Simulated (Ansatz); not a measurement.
Reaction (redistribution): `BCBO` + `C[SiH2]N[SiH3]` → `C[SiH2]BO` + `BCN[SiH3]`

Program: Ansatz. Geometries: PBE0-D4/def2-TZVP. ΔE: electronic, gas phase. CBS: MP2 limit from def2 TZ/QZ plus the TZ coupled-cluster correction, frozen cores. Functionals use def2-TZVPP. One conformer a species, not always the lowest.

`BCBO`:

Cartesian coordinates in Å:
```
B -0.567 -0.818 -1.114
C 0.313 -0.610 0.138
B -0.153 0.733 0.824
O 0.594 1.860 0.814
H -0.132 -0.636 -2.215
H -1.720 -1.119 -0.999
H 1.387 -0.611 -0.065
H 0.057 -1.377 0.882
H -1.208 0.814 1.385
H 1.430 1.763 0.349
```

`C[SiH2]N[SiH3]`:

```xyz
13

C    -0.638   -1.654   -1.287
Si    0.614   -0.817   -0.186
N     0.369    0.891   -0.069
Si   -0.071    1.818    1.315
H    -0.445   -2.729   -1.341
H    -1.652   -1.504   -0.908
H    -0.593   -1.255   -2.304
H     1.976   -1.106   -0.719
H     0.519   -1.346    1.201
H     0.573    1.425   -0.903
H    -0.733    0.910    2.286
H    -1.009    2.905    0.921
H     1.090    2.461    1.993
```

`C[SiH2]BO`:

Z-matrix (Å, degrees):
```
C
Si 1 1.877
H 1 1.092 2 110.6
H 1 1.092 2 110.5 3 119.2
H 1 1.092 2 111.4 3 -120.4
B 2 2.027 1 113.8 3 -59.9
H 2 1.495 1 110.0 3 62.1
H 2 1.495 1 110.0 3 178.3
O 6 1.354 2 118.7 1 -0.7
H 6 1.207 2 122.5 1 179.4
H 9 0.962 6 113.7 2 -179.9
```

`BCN[SiH3]`:

```xyz
12

B    -0.792   -1.271    1.612
C    -0.019   -0.792    0.364
N    -0.223    0.564   -0.086
Si    0.593    1.285   -1.408
H    -0.680   -2.411    1.955
H    -1.470   -0.523    2.261
H    -0.208   -1.516   -0.446
H     1.041   -0.999    0.631
H    -0.735    1.143    0.557
H     0.060    2.664   -1.556
H     2.075    1.352   -1.228
H     0.358    0.504   -2.655
```

| level | ΔE (eV) |
| --- | --- |
| r2SCANh-D4 | 1.98 |
| PBE | 1.77 |
| CCSD/def2-SVP | 1.84 |
| SCS-MP2/def2-TZVPP | 2.03 |

**Question.** What does CCSD(T)/CBS give? (Estimate.)

**Answer.** Computed: +1.98 eV. The listed levels differ from it by 0.00, -0.21, -0.14, 0.05 eV.

Largest T1 diagnostic among the species: 0.013.

From BLYP to BHLYP (50 % exact exchange), in def2-TZVPP and without D4, ΔE moves by +0.15 eV. Leaving LDA and LC-ωPBE aside and taking each functional with its dispersion term where it has one, the values, not all of them listed here, spread over 0.21 eV, from revPBE-D4 to r2SCAN0-D4.
